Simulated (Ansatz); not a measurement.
Isolated molecules relaxed with PBE0-D4/def2-TZVP in Ansatz; ΔE leaves out vibrations. CBS: MP2 limit from def2 TZ/QZ plus the TZ coupled-cluster correction, frozen cores. This one scheme is used for every species. DFT in def2-TZVPP. B3LYP here is the variant with VWN-RPA as its local correlation; programs differ in this. HSE06 is defined as in plane-wave codes. Elements past krypton have def2 core potentials. For In outer-core shells are correlated without core-valence functions, which leaves a few kJ/mol of doubt a bond. One conformer a species, not always the lowest.

Reaction (ligand exchange at the In–C bond): `[CH3][In]([Cl])[Cl]` + H₂S → `[SH][In]([Cl])[Cl]` + CH₄

```tsv
level	ΔE (kJ/mol)	difference from CCSD(T)/CBS
PBE-D4	-95.8	-0.8
r2SCAN-D4	-99.6	-4.6
r2SCANh-D4	-99.8	-4.8
r2SCAN0-D4	-100.1	-5.1
PBE	-94.8	0.2
BLYP	-94.3	0.7
PBE0	-96.9	-1.9
B3LYP	-96.0	-1.0
r2SCAN0	-99.9	-4.9
HSE06	-97.1	-2.1
CAM-B3LYP	-93.8	1.2
CCSD/def2-SVP	-100.8	-5.8
CCSD(T)/def2-SVP	-101.1	-6.1
SCS-MP2/def2-TZVPP	-93.6	1.4
SCS-MP2/def2-QZVPP	-95.0	0.0
HF/CBS(def2)	-103.5	-8.5
CCSD(T)/CBS	-95.0	0
```

Largest T1 diagnostic among the species: 0.013.

Leaving LDA and LC-ωPBE aside and taking each functional with its dispersion term where it has one, the values, not all of them listed here, spread over 9.4 kJ/mol, from B97M-V to ωB97X-V. LDA lies +3.5 kJ/mol from PBE without D4. From BLYP to BHLYP (50 % exact exchange), in def2-TZVPP and without D4, ΔE moves by −4.8 kJ/mol.
